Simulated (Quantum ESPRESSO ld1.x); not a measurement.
Values are calculated unless marked as measured or tabulated.
Task: The aim is the caesium ion Cs2+ in [Kr] 4d10 5s2 5p5. What will ld1.x (Quantum ESPRESSO 7.5) do with this input?

```
 &input
    zed=55.0,
    iswitch=1,
    rel=0,
    lsd=1,
    dft='PZ',
    config='[Kr] 4d10 5s2 5p5 6p4',
    prefix='ld1',
    max_out_wfc=37,
    file_charge='ld1.rho',
 /
```

Result: Not converged. The string holds 57 electrons for Z = 55, so the species has charge -2 and is not the one meant. The extra electrons are not bound, and the cycle does not converge.

Output (excerpt):

```
     Program LD1 v.7.5 starts

     Message from routine scf:
     warning: convergence not achieved
     --------------------------- All-electron run ----------------------------

     atomic number is 55.00
     dft =PZ   lsd =1 sic =0 latt =0  beta=0.20 tr2=1.0E-14
     Exchange-correlation= PZ
                           (   1   1   0   0   0   0   0)
     mesh =1953 r(mesh) = 100.35027 a.u. xmin = -7.00 dx = 0.00800
     1 Ry =  13.60569312 eV

     n l     nl                  e(Ry)          e(Ha)          e(eV)
     1 0     1S 1( 1.00)     -2513.3284     -1256.6642    -34195.5743
     2 0     2S 1( 1.00)      -383.8045      -191.9022     -5221.9259
     2 1     2P 1( 3.00)      -361.8333      -180.9167     -4922.9935
     3 0     3S 1( 1.00)       -79.5351       -39.7675     -1082.1300
     3 1     3P 1( 3.00)       -70.1654       -35.0827      -954.6491
     4 0     4S 1( 1.00)       -14.7300        -7.3650      -200.4116
     4 1     4P 1( 3.00)       -11.3559        -5.6779      -154.5044
     3 2     3D 1( 5.00)       -52.6703       -26.3352      -716.6165
     4 2     4D 1( 5.00)        -5.5115        -2.7557       -74.9873
     5 0     5S 1( 1.00)        -1.5902        -0.7951       -21.6362
     5 1     5P 1( 3.00)        -0.7379        -0.3690       -10.0402
     6 1     6P 1( 3.00)        -0.0000        -0.0000        -0.0000
     1 0     1S 2( 1.00)     -2513.3243     -1256.6622    -34195.5197
     2 0     2S 2( 1.00)      -383.8020      -191.9010     -5221.8928
     2 1     2P 2( 3.00)      -361.8299      -180.9149     -4922.9463
     3 0     3S 2( 1.00)       -79.5313       -39.7657     -1082.0787
     3 1     3P 2( 3.00)       -70.1613       -35.0807      -954.5936
     4 0     4S 2( 1.00)       -14.7220        -7.3610      -200.3025
     4 1     4P 2( 3.00)       -11.3472        -5.6736      -154.3864
     3 2     3D 2( 5.00)       -52.6665       -26.3333      -716.5643
     4 2     4D 2( 5.00)        -5.5000        -2.7500       -74.8318
     5 0     5S 2( 1.00)        -1.5406        -0.7703       -20.9606
     5 1     5P 2( 2.00)        -0.6886        -0.3443        -9.3689
     6 1     6P 2( 1.00)        -0.0000        -0.0000        -0.0000

     final scf error:  6.5E+00 reached in 201 iterations

     Etot =  -15238.230736 Ry,   -7619.115368 Ha, -207326.691135 eV
     Total magnetization:    3.00 Bohr mag.

     Ekin =   14987.520725 Ry,    7493.760363 Ha,  203915.607661 eV
     Encl =  -35987.024261 Ry,  -17993.512130 Ha, -489628.408502 eV
     Eh   =    6125.860028 Ry,    3062.930014 Ha,   83346.571655 eV
     Exc  =    -364.587229 Ry,    -182.293614 Ha,   -4960.461949 eV
```

Run on one thread of a shared host, so times are rough (Intel(R) Xeon(R) Processor @ 2.60GHz): 1.6 s of CPU time, 1.7 s wall, 201 iterations on 1953 mesh points.
